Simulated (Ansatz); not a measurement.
# Correcting a cheap level on molecular compounds of B

The atomisation enthalpy at 298 K in kJ/mol of 6 molecular compounds of B: x at SPW92/def2-TZVPP, y from tabulated heats of molecules and atoms (NIST-JANAF tables). Shapes, held fixed at every level: PBE0-D4/def2-TZVP. Computed values hold a harmonic thermal term (PBE0-D4/def2-TZVP) and the atoms' spin-orbit lowering. Programs: Ansatz 0.2.0.

| molecule | x (kJ/mol) | y (kJ/mol) |
| --- | --- | --- |
| BI3 (boron triiodide) | 1072 | 819 |
| BBr3 (boron tribromide) | 1343 | 1110 |
| BBr2F (dibromofluoroborane) | 1648 | ? |
| BCl2F (dichlorofluoroborane) | 1809 | 1537 |
| BHF2 (SMILES FBF) | 1935 | 1681 |
| B(OH)F2 (difluorohydroxyborane) | 2674 | 2280 |

**Question.** Fit y = c + s·x to the known rows and predict y for BBr2F.

**Answer.** 
1. Means of the 5 rows: x = 1766.60, y = 1485.4.
2. Σ(Δx)² = 1515437, Σ(Δx·Δy) = 1378048, so the slope is 1378048/1515437 = 0.90934.
3. Intercept: 1485.4 − (0.90934) × 1766.60 = -121.0. The largest residual of the fit is 42.
4. BBr2F: -121.0 + 0.90934 × 1648 = 1378 kJ/mol.

The tabulated heats give 1388 kJ/mol, so the prediction is off by -10 kJ/mol, within the largest residual. Uncorrected, SPW92/def2-TZVPP misses BBr2F by +260 kJ/mol, and the other rows by 281 on average. With references in doubt, neither the misses nor the line can be laid on the level alone. Left out in turn, the other rows are missed by 55 kJ/mol on average. The molecules' own spin-orbit lowering is left out, so errors for iodides read a little too negative. The tabulated values of BI3, BBr3, BBr2F, BCl2F, BHF2, B(OH)F2 are in doubt (older tables, estimates, or at odds with other calculations) and kept here. For atoms past krypton def2 sets carry core potentials with scalar relativity. Relativity is left out for Br.
